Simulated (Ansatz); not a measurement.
The lowest singlet and triplet of C4H4S (SMILES c1ccsc1); geometries from B3LYP-D3(BJ)/def2-TZVP, each state relaxed from the structure named, with no frequency check.
Singlet (charge 0, multiplicity 1):
```xyz
9

C      0.4640    -1.2066     0.6623
C     -0.9331    -0.9928     0.5035
C     -1.2141     0.1806    -0.1352
S      0.2202     1.0323    -0.5471
C      1.2119    -0.1907     0.1406
H      0.8921    -2.0749     1.1418
H     -1.6928    -1.6793     0.8480
H     -2.1793     0.5889    -0.3848
H      2.2848    -0.0942     0.1226
```
Triplet (charge 0, multiplicity 3):
```xyz
9

C      0.416    -1.308     0.597
C     -0.904    -1.106     0.447
C     -1.222     0.163    -0.208
S      0.222     1.175    -0.374
C      1.230    -0.212     0.070
H      0.862    -2.187     1.041
H     -1.675    -1.799     0.752
H     -2.067     0.313    -0.866
H      2.205    -0.341    -0.380
```

A positive gap puts the triplet lower; no zero-point energy. R- takes a restricted singlet. The triplet is unrestricted in single-reference levels. Active spaces average the two states.

Frozen-core correlation.

Run with Ansatz (Gaussian orbitals). Values without a source in brackets are computed.

R-PBE/def2-TZVPP gives -75.10 kcal/mol for the gap E(singlet) − E(triplet), adiabatic.

Task: How do the other levels lie against it? Give each less PBE: R-r2SCAN/def2-TZVPP, R-PBE0/def2-TZVPP, R-wB97M-V/def2-TZVPP, R-B2PLYP/def2-TZVPP, R-MP2/cc-pV(T+d)Z, R-CCSD(T)/cc-pV(T+d)Z, SC-NEVPT2 on SA-CASSCF(6,5)/cc-pV(T+d)Z, FIC-MRCISD+Q on SA-CASSCF(6,5)/cc-pV(T+d)Z.

Result: R-r2SCAN/def2-TZVPP 4.00; R-PBE0/def2-TZVPP 1.72; R-wB97M-V/def2-TZVPP -2.52; R-B2PLYP/def2-TZVPP -2.20; R-MP2/cc-pV(T+d)Z -13.76; R-CCSD(T)/cc-pV(T+d)Z -1.51; SC-NEVPT2 on SA-CASSCF(6,5)/cc-pV(T+d)Z -8.25; FIC-MRCISD+Q on SA-CASSCF(6,5)/cc-pV(T+d)Z -1.25 kcal/mol. 2 of 8 lie above PBE; the widest gap is to R-MP2/cc-pV(T+d)Z.

Doubts at one or more of the structures used: a restricted determinant that unrestricted orbitals would lower (R-MP2/cc-pV(T+d)Z, R-CCSD(T)/cc-pV(T+d)Z).

Ansatz is a quantum-chemistry and plane-wave program.
